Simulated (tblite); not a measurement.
Species: C4H8FO2Si (doublet state).
SMILES with atom numbers: `[O:1]=[CH:2][CH2:3][C@@H:4]([F:5])[CH:6][O:7][SiH3:8]` (hydrogens: H9 on C2; H10, H11 on C3; H12 on C4; H13 on C6; H14, H15, H16 on Si8)

Cartesian coordinates in Å at the GFN2-xTB level; atoms count from 1:
```xyz
16
C4H8FO2Si angstrom
O     -0.987    0.036   -1.574
C     -1.908   -0.094   -0.820
C     -1.840    0.040    0.672
C     -0.410    0.296    1.155
F     -0.509    0.699    2.507
C      0.460   -0.886    1.029
O      1.661   -0.856    0.474
Si     2.554    0.249   -0.340
H     -2.926   -0.326   -1.191
H     -2.488    0.868    0.977
H     -2.239   -0.867    1.132
H      0.032    1.149    0.630
H      0.178   -1.825    1.478
H      2.821    1.413    0.513
H      1.863    0.685   -1.550
H      3.731   -0.573   -0.568
```

The geometry is computed with GFN2-xTB (gas phase). This method treats the open shell by occupation alone, without spin polarisation.

Take the most abundant isotopes and a rigid rotor. The values belong to one conformer with, in the numbering `[O:1]=[CH:2][CH2:3][C@@H:4]([F:5])[CH:6][O:7][SiH3:8]`, O1–C2–C3–C4 -3°, C2–C3–C4–F5 167°, C3–C4–C6–O7 131°, C4–C6–O7–Si8 -7°.

Q: What are A, B and C (MHz)?

A: Ia = 240.41, Ib = 419.12, Ic = 578.68 u·Å²; 505379 MHz·u·Å²/I gives A = 2102, B = 1206, C = 873.3 MHz.

Q: What kind of rotor is it?

A: An asymmetric top; Ray's κ = -0.459.

Q: What does the inertial defect say?

A: Not planar: Δ = Ic − Ia − Ib = -80.85 u·Å². For a rigid frame Δ = −2 Σ m c², so Σ m c² = 40.42 u·Å² lies off the ab plane: 9.81 from hydrogen and 30.62 from heavier atoms. The atom farthest from that plane is 1.92 Å away.

Q: Give the other two planar moments, Paa and Pbb, and the rms extents of the mass along the axes.

A: Paa = Σ m a² = (Ib + Ic − Ia)/2 = 378.69 and Pbb = Σ m b² = (Ia + Ic − Ib)/2 = 199.99 u·Å². With the mass M = 135.03 u, the rms extents √(P/M) along a, b and c are 1.67, 1.22, 0.55 Å.

Q: Where do the levels up to J = 4 lie, in K?

A: Above 0(0,0), as E/k:
J = 1: 1(0,1) 0.100, 1(1,1) 0.143, 1(1,0) 0.159
J = 2: 2(0,2) 0.296, 2(1,2) 0.326, 2(1,1) 0.374, 2(2,1) 0.503, 2(2,0) 0.507
J = 3: 3(0,3) 0.581, 3(1,3) 0.600, 3(1,2) 0.695, 3(2,2) 0.803, 3(2,1) 0.820, 3(3,1) 1.060, 3(3,0) 1.060
J = 4: 4(0,4) 0.952, 4(1,4) 0.961, 4(1,3) 1.117, 4(2,3) 1.199, 4(2,2) 1.245, 4(3,2) 1.465, 4(3,1) 1.469, 4(4,1) 1.817, 4(4,0) 1.817
Those of J = 1 are B + C, A + C and A + B.

Q: Estimate the classical rotational partition function at 10 K, 200 K and 500 K.

A: Point group C1, symmetry number σ = 1; q = (√π/σ)·√((kT/h)³/(ABC)), k/h = 20836.6 MHz/K: 3580 at 10 K, 320000 at 200 K, 1270000 at 500 K.

For this open shell read J as N, the rotation without spin; fine and hyperfine splittings come on top. Its GFN2-xTB frequencies are all real (lowest 37 cm⁻¹). Constants of a rigid frame at the computed geometry: no zero-point averaging, no centrifugal distortion.

On an AMD EPYC 9R45 with one thread, no GPU, shared host with 96 logical CPUs at a one-minute load of 42, this took 0.76 s. That covers the optimisation of the geometry.
